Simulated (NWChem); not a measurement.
System: BSiH5; SMILES B[SiH3]

Here is an NWChem input.

```
start job
memory heap 200 mb stack 900 mb global 1100 mb
geometry units angstroms noautosym nocenter noautoz
  B     -0.001364     1.419848     0.010849
  H      1.008296     2.043740     0.155664
  H     -1.001155     2.040006    -0.202356
  Si    -0.001449    -0.601017     0.034848
  H      0.264433    -1.032475    -1.373431
  H     -1.304830    -1.197680     0.441097
  H      1.068677    -1.191550     0.886955
end
basis spherical
  * library def2-svpd
end
dft
  xc b3lyp
  iterations 150
end
property
  response 1 0.0
end
task dft property
```

Excerpt of the output:

```
             Northwest Computational Chemistry Package (NWChem) 7.3.0
             --------------------------------------------------------

                             Geometry "geometry" -> ""
                             -------------------------

 Output coordinates in angstroms (scale by  1.889725989 to convert to a.u.)

  No.       Tag          Charge          X              Y              Z
 ---- ---------------- ---------- -------------- -------------- --------------
    1 B                    5.0000    -0.00136400     1.41984800     0.01084900
    2 H                    1.0000     1.00829600     2.04374000     0.15566400
    3 H                    1.0000    -1.00115500     2.04000600    -0.20235600
    4 Si                  14.0000    -0.00144900    -0.60101700     0.03484800
    5 H                    1.0000     0.26443300    -1.03247500    -1.37343100
    6 H                    1.0000    -1.30483000    -1.19768000     0.44109700
    7 H                    1.0000     1.06867700    -1.19155000     0.88695500

 Effective nuclear repulsion energy (a.u.)      47.4075320602

                              NWChem Property Module
                              ----------------------

                                 NWChem DFT Module
                                 -----------------

 Summary of "ao basis" -> "ao basis" (spherical)
 ------------------------------------------------------------------------------
       Tag                 Description            Shells   Functions and Types
 ---------------- ------------------------------  ------  ---------------------
 B                         def2-svpd                 8       20   4s2p2d
 H                         def2-svpd                 4        8   2s2p
 Si                        def2-svpd                10       24   5s3p2d

            General Information
            -------------------
          SCF calculation type: DFT
          Wavefunction type:  closed shell.
          No. of atoms     :     7
          No. of electrons :    24
           Alpha electrons :    12
            Beta electrons :    12
          Charge           :     0
          Spin multiplicity:     1
          Use of symmetry is: off; symmetry adaption is: off
          Maximum number of iterations: 150
          AO basis - number of functions:    84
                     number of shells:    38
          Convergence on energy requested:  1.00D-06
          Convergence on density requested:  1.00D-05
          Convergence on gradient requested:  5.00D-04

              XC Information
              --------------
                         B3LYP Method XC Potential
                     Hartree-Fock (Exact) Exchange  0.200
                        Slater Exchange Functional  0.800 local
                    Becke 1988 Exchange Functional  0.720 non-local
              Lee-Yang-Parr Correlation Functional  0.810
                  VWN I RPA Correlation Functional  0.190 local

             Grid Information
             ----------------
          Grid used for XC integration:  medium
          Radial quadrature: Mura-Knowles
          Angular quadrature: Lebedev.
          Tag              B.-S. Rad. Rad. Pts. Rad. Cut. Ang. Pts.
          ---              ---------- --------- --------- ---------
          B                   0.85       49          11.0       434
          H                   0.35       45          11.0       434
          Si                  1.10       88          11.0       590
          Grid pruning is: on
          Number of quadrature shells:   362
          Spatial weights used:  Erf1

      Superposition of Atomic Density Guess
      -------------------------------------

 Sum of atomic energies:        -315.73941775

      Non-variational initial energy
      ------------------------------

 Total energy =    -316.326740
 1-e energy   =    -529.070675
 2-e energy   =     165.336403
 HOMO         =      -0.317977
 LUMO         =      -0.071483

   convergence    iter        energy       DeltaE   RMS-Dens  Diis-err
 ---------------- ----- ----------------- --------- --------- ---------
 d= 0,ls=0.0,diis     1   -317.1911610565 -3.65D+02  9.61D-03  1.34D-01
 d= 0,ls=0.0,diis     2   -317.2091451286 -1.80D-02  3.02D-03  1.83D-02
 d= 0,ls=0.0,diis     3   -317.2120706991 -2.93D-03  9.85D-04  4.31D-03
 d= 0,ls=0.0,diis     4   -317.2129481353 -8.77D-04  1.42D-04  4.24D-05
 d= 0,ls=0.0,diis     5   -317.2129580427 -9.91D-06  3.47D-05  2.95D-06
 d= 0,ls=0.0,diis     6   -317.2129586556 -6.13D-07  5.58D-06  1.03D-07

         Total DFT energy =     -317.212958655555
      One electron energy =     -530.838258835447
           Coulomb energy =      193.010025511755
    Exchange-Corr. energy =      -26.792257392104
 Nuclear repulsion energy =       47.407532060242

 Numeric. integr. density =       23.999994557989

                       DFT Final Molecular Orbital Analysis
                       ------------------------------------

 Vector   10  Occ=2.000000D+00  E=-3.512500D-01
              MO Center=  9.4D-02, -8.8D-01, -4.2D-01, r^2= 2.2D+00
   Bfn.  Coefficient  Atom+Function         Bfn.  Coefficient  Atom+Function
  ----- ------------  ---------------      ----- ------------  ---------------
    61      0.371720  5 H  s                 50     -0.328888  4 Si pz
    47     -0.284277  4 Si pz                77     -0.196865  7 H  s
    69     -0.190271  6 H  s                 44      0.165132  4 Si pz
    62      0.076083  5 H  s                 48      0.058099  4 Si px
     7      0.054517  1 B  pz                45      0.050357  4 Si px

 Vector   11  Occ=2.000000D+00  E=-3.361270D-01
              MO Center= -6.7D-02, -2.1D-01,  3.4D-01, r^2= 3.8D+00
   Bfn.  Coefficient  Atom+Function         Bfn.  Coefficient  Atom+Function
  ----- ------------  ---------------      ----- ------------  ---------------
    48      0.291589  4 Si px                69     -0.292164  6 H  s
    77      0.288594  7 H  s                 45      0.232937  4 Si px
     5      0.231014  1 B  px                21     -0.189351  2 H  s
    29      0.188894  3 H  s                  8     -0.168407  1 B  px
    42     -0.134546  4 Si px                70     -0.061976  6 H  s

 Vector   12  Occ=2.000000D+00  E=-3.049776D-01
              MO Center=  4.2D-03,  4.6D-01, -6.9D-03, r^2= 2.6D+00
   Bfn.  Coefficient  Atom+Function         Bfn.  Coefficient  Atom+Function
  ----- ------------  ---------------      ----- ------------  ---------------
     6      0.421870  1 B  py                49      0.306282  4 Si py
    46      0.295309  4 Si py                 3     -0.182917  1 B  s
    40      0.166469  4 Si s                 43     -0.165641  4 Si py
    21     -0.146351  2 H  s                 29     -0.146791  3 H  s
    61     -0.143164  5 H  s                  2      0.115340  1 B  s

 Vector   13  Occ=0.000000D+00  E=-9.819952D-02
              MO Center= -1.9D-03,  1.2D+00,  1.8D-02, r^2= 2.7D+00
   Bfn.  Coefficient  Atom+Function         Bfn.  Coefficient  Atom+Function
  ----- ------------  ---------------      ----- ------------  ---------------
     7      0.503315  1 B  pz                10     -0.379904  1 B  pz
    62     -0.149545  5 H  s                 61     -0.135738  5 H  s
    57     -0.129344  4 Si d -1              50     -0.115426  4 Si pz
     5     -0.089756  1 B  px                52     -0.088266  4 Si d -1
     8      0.067883  1 B  px                77      0.064448  7 H  s

 Vector   14  Occ=0.000000D+00  E= 1.287914D-02
              MO Center= -4.4D-03,  4.7D-01,  3.4D-02, r^2= 9.8D+00
   Bfn.  Coefficient  Atom+Function         Bfn.  Coefficient  Atom+Function
  ----- ------------  ---------------      ----- ------------  ---------------
    40      2.986992  4 Si s                  3      2.010530  1 B  s
     4     -1.893748  1 B  s                 41     -1.521049  4 Si s
     9      0.848938  1 B  py                22     -0.581388  2 H  s
    30     -0.579424  3 H  s                 62     -0.393296  5 H  s
    70     -0.386276  6 H  s                 78     -0.385741  7 H  s

 Vector   15  Occ=0.000000D+00  E= 2.829947D-02
              MO Center=  7.3D-03, -8.0D-01, -9.8D-03, r^2= 1.1D+01
   Bfn.  Coefficient  Atom+Function         Bfn.  Coefficient  Atom+Function
  ----- ------------  ---------------      ----- ------------  ---------------
    40      4.938934  4 Si s                 41     -4.412586  4 Si s
     4      2.244516  1 B  s                  3     -1.611598  1 B  s
    62     -0.634982  5 H  s                 70     -0.573122  6 H  s
    78     -0.573789  7 H  s                 49     -0.412812  4 Si py
    22      0.277187  2 H  s                 30      0.277509  3 H  s

     Multipole analysis of the density
     ---------------------------------

     L   x y z        total         alpha         beta         nuclear
     -   - - -        -----         -----         ----         -------
     0   0 0 0     -0.000000    -12.000000    -12.000000     24.000000

     1   1 0 0     -0.006179     -0.010946     -0.010946      0.015713
     1   0 1 0      0.142088      0.687999      0.687999     -1.233910
     1   0 0 1      0.032543     -0.408960     -0.408960      0.850464

[...]

 DFT Linear Response polarizability / au
 Frequency  =       0.0000000 / au
              X              Y              Z
 -----------------------------------------------
 X      44.2948687     -0.0550520      0.6514263
 Y      -0.0550525     55.0268720      0.1226202
 Z       0.6514267      0.1226149     40.7398222
 -----------------------------------------------
 Eigenvalues =      44.4103754     55.0281528     40.6230347
 Isotropic   =      46.6871876
 Anisotropic =      12.9342293
 -----------------------------------------------

 Magnetic Dipole Response Matrix (nonzero elements):

 Exiting AOResponse driver routine
```

Level: B3LYP/def2-SVPD. All runs use the structure optimised with B3LYP/6-31G* (spherical d). B3LYP is NWChem's, with the RPA form of VWN correlation.
